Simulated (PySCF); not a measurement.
**Where the electron goes**

Compound: BH₈NSi₂.
Structure used (PBE0-D3(BJ)/def2-SVP), in Å, numbered top down from 1:
```xyz
12
BH8NSi2 angstrom
B      2.1708    0.3621    0.7173
Si     1.0200   -0.9551   -0.2704
N     -0.6018   -0.4022   -0.6242
Si    -1.6708    0.5632    0.3506
H      3.3263    0.0650    0.9199
H      1.7916    1.4319    1.1299
H      1.6800   -1.2866   -1.5777
H      1.0424   -2.2345    0.5276
H     -1.0298   -0.8398   -1.4366
H     -2.2079    1.7372   -0.4069
H     -0.8907    1.0518    1.5256
H     -2.8498   -0.2156    0.8494
```

Computed with PySCF, TDDFT PBE0/def2-SVPD, vertical, gas phase, core orbitals frozen in the response.

Frontier orbitals with the atoms that hold most of them (Löwdin shares over 4%, at most four atoms; ? is withheld):

| orbital | ε (eV) | atoms |
| --- | --- | --- |
| HOMO-3 | -9.52 | Si4 22%, Si2 16%, H12 14%, H7 10% |
| HOMO-2 | -9.47 | Si4 32%, H11 22%, H10 16%, Si2 8% |
| HOMO-1 | -8.48 | B1 32%, Si2 28%, H7 10%, N3 9% |
| HOMO | ? | ? |
| LUMO | -2.41 | ? |
| LUMO+1 | -0.02 | Si4 21%, Si2 21%, H9 12%, N3 11% |
| LUMO+2 | 0.65 | B1 29%, Si4 22%, Si2 11%, H10 8% |

Problem. Which atoms hold the LUMO, and with what shares?

Solution. B1 (bonded to Si and 2 H) 57%; Si2 (bonded to B, N and 2 H) 18%; H6 (bonded to B) 9%; H5 (bonded to B) 9%. By element: boron 57%, hydrogen 18% or more, silicon 18% or more.

Problem. Give the leading atoms of the HOMO.

Solution. N3 (bonded to 2 Si and H) 48%; Si2 (bonded to B, N and 2 H) 12%; Si4 (bonded to N and 3 H) 10%; H8 (bonded to Si) 9%. By element: nitrogen 48%, silicon 22%, hydrogen 9% or more.

Problem. What is the HOMO energy, and the HOMO–LUMO gap?

Solution. ε(HOMO) = -7.32 eV; the gap is 4.92 eV (0.1808 hartree).

Problem. How does S1 compare with the orbital gap of 4.92 eV?

Solution. S1 is at 3.72 eV (f = 0.0035), 1.20 eV below the gap, made of HOMO→LUMO (91%), HOMO-1→LUMO (9%). 

Problem. Give energy, strength and leading configuration of S1, S2, S4 and S5, and follow the Löwdin shares of the leading atoms from the occupied to the empty orbital.

Solution. 
- S1 (3.72 eV, f 0.0035), HOMO→LUMO (91%): N3 48% → at most 8%, Si2 12% → 18%, B1 at most 9% → 57%
- S2 (4.52 eV, f 0.0050), HOMO-1→LUMO (89%): B1 32% → 57%, Si2 28% → 18%
- S4 (5.92 eV, f 0.0025), HOMO→LUMO+1 (98%): N3 48% → 11%, Si2 12% → 21%, Si4 10% → 21%
- S5 (6.10 eV, f 0.015), HOMO-2→LUMO (91%): Si4 32% → at most 8%, H11 22% → at most 8%, B1 at most 9% → 57%, Si2 8% → 18%

Löwdin shares depend on the basis, the more so with diffuse functions.

Hardware: an Intel Xeon at 2.50 GHz with one thread, no GPU, on a shared host. Cost: 2.5 min wall, 0.74 GiB resident at most.

One conformer stands for the species.
